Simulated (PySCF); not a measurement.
4-chloropyridine N-oxide, C₅H₄ClNO.
Bonds: O1–N2, N2–C3 (aromatic), C3–C4 (aromatic), C4–C5 (aromatic), C5–Cl6, C5–C7 (aromatic), C7–C8 (aromatic), N2–C8 (aromatic). Hydrogens: H9 on C3; H10 on C4; H11 on C7; H12 on C8.

NICS = −σ at a ghost point: NICS(0) at the centroid of the ring atoms, NICS(1) 1 Å to either side along the normal of their mean plane, zz for the tensor component along that normal. Level: GIAO PBE0/pcSseg-1 (PySCF, non-relativistic, gas phase) on the GFN2-xTB geometry, one conformer.

Ring bond lengths (Å), with Mayer bond orders in brackets: N2–C3 1.356 (1.12), C3–C4 1.373 (1.45), C4–C5 1.390 (1.32), C5–C7 1.390 (1.32), C7–C8 1.373 (1.45), C8–N2 1.356 (1.12).

Problem. What do the NICS probes read (ppm)?

Solution. 
| ring | type | NICS(0) | NICS(1), two faces | NICS(1)zz, two faces | rms pucker (Å) | centre to ring atoms, mean (Å) |
| --- | --- | --- | --- | --- | --- | --- |
| N2–C3–C4–C5–C7–C8 | 6-membered ring with N; formal bonds all aromatic | -6.8 | -8.2 / -8.2 | -19.6 / -19.6 | 0.00 | 1.37 |

Problem. What can be read from them?

Solution. 
- N2–C3–C4–C5–C7–C8: mean NICS(1)zz -19.6 ppm, shielded.

Problem. What does the geometric index give? HOMA = 1 − mean of α(R − Ropt)² over the ring bonds, with Krygowski's 1993 parameters (CC: Ropt 1.388 Å, α 257.7 Å⁻²; CN: Ropt 1.334 Å, α 93.52 Å⁻²).

Solution. 
- N2–C3–C4–C5–C7–C8: HOMA 0.97; the largest term is that of C7–C8, α(R − Ropt)² = 0.06.

Problem. How shielded are the nuclei of the rings and their hydrogens (means over atoms taken as equivalent)?

Solution. 
```csv
atoms,environment,σ isotropic (ppm),"principal values of the symmetric part, first atom (ppm)"
N2,N-oxide nitrogen,-67.8,"-182.1, -162.7, 141.4"
C3 (×2),aromatic CH next to a ring nitrogen,42.0,"-36.0, 37.8, 124.2"
C4 (×2),aromatic CH carbon,53.4,"-48.7, 53.8, 155.0"
C5,aromatic C–Cl carbon,51.1,"-36.5, 57.5, 132.2"
H9 (×2),aromatic hydrogen,23.49,"20.4, 23.8, 26.4"
H10 (×2),aromatic hydrogen,24.45,"21.2, 23.2, 29.0"
```
